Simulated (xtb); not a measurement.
Harmonic IR lines of one isomer of C₂H₃BO, unscaled. All values below come from GFN2-xTB (xtb).

wavenumber (cm⁻¹): 410 (w), 646 (s), 736 (w), 801 (s), 839 (w), 901 (m), 1041 (vw), 1100 (m), 1164 (w), 1277 (s), 2810 (vs), 3055 (s), 3064 (m)

Question: Name which structure gives these lines.
(A) `B1[C@@H]2O[C@H]12`
(B) `OB1C=C1`
(C) `B=C=CO`
(D) `BOC#C`

Answer: A, `B1[C@@H]2O[C@H]12`
